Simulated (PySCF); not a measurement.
Species: C4H9BO2S.
Geometry (PBE0-D3(BJ)/def2-SVP, Å), atoms numbered from 1 in this order:
```xyz
17
C4H9BO2S angstrom
C     -0.579    2.214    0.776
O     -0.883    0.909    0.355
B     -0.001   -0.086    0.110
O     -0.460   -1.298   -0.291
C     -1.832   -1.591   -0.402
C      1.582    0.006    0.248
C      2.411   -0.608   -0.829
S      2.226    0.643    1.606
H     -0.376    2.240    1.857
H      0.302    2.622    0.257
H     -1.448    2.851    0.554
H     -2.134   -1.573   -1.461
H     -2.451   -0.869    0.152
H     -2.009   -2.603   -0.009
H      2.201   -0.117   -1.796
H      3.485   -0.549   -0.609
H      2.104   -1.660   -0.958
```

Computed, not measured: PBE0-D3(BJ)/def2-SVP geometry optimisation, gas phase (PySCF 2.14.0).

Masses are those of the commonest isotopes; rigid-rotor values at the optimised geometry. The values belong to one conformer with, in the numbering `[CH3:1][O:2][B:3]([O:4][CH3:5])[C:6]([CH3:7])=[S:8]`, C1–O2–B3–O4 180°, O2–B3–O4–C5 -3°, O2–B3–C6–C7 -137°.

What are A, B and C (cm⁻¹)?

Ia = 237.78, Ib = 398.95, Ic = 557.32 u·Å²; 505379 MHz·u·Å²/I gives 2125, 1267 and 906.8 MHz, that is A = 0.07090, B = 0.04226, C = 0.03025 cm⁻¹.

Classify the top.

An asymmetric top: κ = (2 × 1267 − 2125 − 906.8)/(2125 − 906.8) = -0.41.

What does the inertial defect say?

Not planar: Δ = Ic − Ia − Ib = -79.41 u·Å². For a rigid frame Δ = −2 Σ m c², so Σ m c² = 39.70 u·Å² lies off the ab plane: 10.09 from hydrogen and 29.62 from heavier atoms. The atom farthest from that plane is 1.98 Å away.

Give the other two planar moments, Paa and Pbb, and the rms extents of the mass along the axes.

Paa = Σ m a² = (Ib + Ic − Ia)/2 = 359.24 and Pbb = Σ m b² = (Ia + Ic − Ib)/2 = 198.08 u·Å². With the mass M = 132.04 u, the rms extents √(P/M) along a, b and c are 1.65, 1.22, 0.55 Å.

List the rotational levels J(Ka,Kc) to J = 2 (cm⁻¹).

Above 0(0,0):
J = 1: 1(0,1) 0.0725, 1(1,1) 0.1011, 1(1,0) 0.1132
J = 2: 2(0,2) 0.2145, 2(1,2) 0.2341, 2(1,1) 0.2702, 2(2,1) 0.3561, 2(2,0) 0.3591

Which types of transition are allowed, and where do some lines up to J = 3 fall?

The dipole components are |μa| = 1.80 D, |μb| = 0.23 D, |μc| = 1.29 D. Intensities carry the squares of the components, which stand as 1.00 : 0.02 : 0.52 (a : b : c). Some lines, for components of 0.1 D or more:

```
type  branch         J(Ka,Kc)    MHz  lower level (cm⁻¹)
   c       Q  3(1,3) ← 3(0,3)    332               0.421
   a       Q  3(2,1) ← 3(2,2)    424               0.574
   c       Q  2(1,2) ← 2(0,2)    590               0.214
   b       Q  1(1,0) ← 1(0,1)   1219               0.073
   a       R  1(0,1) ← 0(0,0)   2174               0.000
   b       R  3(1,2) ← 2(2,1)   4418               0.356
   b       Q  3(3,1) ← 3(2,2)   5245               0.574
   b       R  3(0,3) ← 2(1,2)   5598               0.234
   a       R  3(2,2) ← 2(2,1)   6521               0.356
   c       R  2(2,1) ← 1(1,1)   7643               0.101
   c       R  3(2,2) ← 2(1,2)  10177               0.234
   c       R  3(3,0) ← 2(2,0)  11689               0.359
```

Whether it is a minimum is left open (no frequencies). Constants of a rigid frame at the computed geometry: no zero-point averaging, no centrifugal distortion. A rigid rotor knows nothing of internal rotation, which can split or shift real lines. Quadrupole hyperfine structure (11B) is left out.
